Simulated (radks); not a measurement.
The cobalt ion Co11+, 16 electrons, occupied as [Ne] 3s2 3p4.

All-electron calculation, scalar-relativistic Kohn-Sham, BLYP, spin-polarised, spherical densities, finite nucleus; open shells are filled with parallel spins first; Fermi nuclear charge, rms radius 3.7875 fm. Program: a radial shooting solver on a logarithmic mesh with Libxc functionals.

Energy parts (hartree):
part                       energy
total                 -1344.00651
kinetic                1362.43797
electron-nucleus      -3032.89982
Hartree                 376.81567
exchange-correlation    -50.36032

Orbitals (lengths in bohr, moments of r in powers of bohr; <r^-3> diverges for s and p1/2; r(90%) holds 90 % of the orbital's charge):
orbital,occ.,eigenvalue (hartree),r(90%),<r^-3>,<1/r>,<r^2>
1s up,1,-290.5306,0.100,-,27.03,0.004248
1s down,1,-290.4768,0.100,-,27.03,0.004247
2s up,1,-44.35468,0.393,-,5.840,0.07623
2s down,1,-44.31269,0.393,-,5.840,0.07611
2p up,3,-39.66784,0.366,554.1,5.729,0.06130
2p down,3,-39.60680,0.365,553.6,5.728,0.06125
3s up,1,-13.41016,1.000,-,2.097,0.5334
3s down,1,-13.20216,1.00,-,2.091,0.5371
3p up,3,-11.98881,1.02,100.6,2.009,0.5417
3p down,1,-11.78426,1.03,100.2,2.003,0.5462

The highest occupied level is 3p down at -320.67 eV. Summed over all electrons, <r^2> = 3.770 bohr^2, which gives a Langevin (diamagnetic) susceptibility term of -2.99 x 10^-6 cm^3/mol. For comparison, the ionisation energy in NIST's Atomic Spectra Database is 336.1 eV (semi-empirical). In exact Kohn-Sham theory the highest level is minus the ionisation energy, but local and semilocal functionals leave it too shallow, through self-interaction and a potential that decays too fast; potentials with the right tail come closer.
